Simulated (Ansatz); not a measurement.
`F[SiH]([SiH3])Cl` + `CN[SiH2]Cl` → `CN([SiH3])[SiH2]Cl` + `F[SiH2]Cl` at 700 K and 1 bar (cleavage of the Si–Si bond).

Isolated molecules relaxed with PBE0-D4/def2-TZVP in Ansatz; ΔE leaves out vibrations. CBS: MP2 limit from def2 TZ/QZ plus the TZ coupled-cluster correction, frozen cores. This one scheme is used for every species. Each species was taken in one conformer, which may not be the lowest.

```json
{"species": "`F[SiH]([SiH3])Cl`", "CCSD(T)/CBS energy (Eh)": "-1140.23962", "H − E (kJ/mol)": "170.5", "S (J/(mol·K))": "447.7"}
{"species": "`CN[SiH2]Cl`", "CCSD(T)/CBS energy (Eh)": "-845.29269", "H − E (kJ/mol)": "263.1", "S (J/(mol·K))": "434.4"}
{"species": "`CN([SiH3])[SiH2]Cl`", "CCSD(T)/CBS energy (Eh)": "-1135.59245", "H − E (kJ/mol)": "327.7", "S (J/(mol·K))": "527.0"}
{"species": "`F[SiH2]Cl`", "CCSD(T)/CBS energy (Eh)": "-849.96195", "H − E (kJ/mol)": "99.5", "S (J/(mol·K))": "342.2"}
```

H − E and S are ideal-gas, rigid-rotor, harmonic terms from PBE0-D4/def2-TZVP, for one conformer and one mirror image of each species. 1 Eh = 2625.50 kJ/mol, R = 8.31446 J/(mol·K).

Q: By hand: ΔE, ΔH, ΔS and ΔG.

A: ΔE = (-1135.59245) + (-849.96195) − (-1140.23962) − (-845.29269) = -0.02209 Eh = -58.0 kJ/mol. Δ(H − E) = 327.7 + 99.5 − 170.5 − 263.1 = -6.4, so ΔH = -64.4 kJ/mol. ΔS = 527.0 + 342.2 − 447.7 − 434.4 = -12.9 J/(mol·K). ΔG = -64.4 − 700 × (-12.9)/1000 = -55.4 kJ/mol.

Q: By hand: the equilibrium constant, and the temperature at which ΔG would vanish if ΔH and ΔS stayed fixed.

A: log₁₀ K = −ΔG/(RT ln 10) = 4.1. ΔG = 0 at ΔH/ΔS = 4992 K, far beyond where these terms or the molecules hold.

The number of gas molecules stays the same, so ΔS is small and ΔH decides. A doubt of 5 kJ/mol in ΔE shifts log₁₀ K by 0.4 here. Other conformers and mirror images would add mixing entropy, several J/(mol·K) or more a flexible species. Modes under 60 cm⁻¹, often nearly free rotors, make the harmonic entropy too high. These are equilibria of isolated gas molecules and say nothing of rates. Largest T1 diagnostic: 0.012 (customary marks: 0.02 for closed shells, 0.045 for open ones).
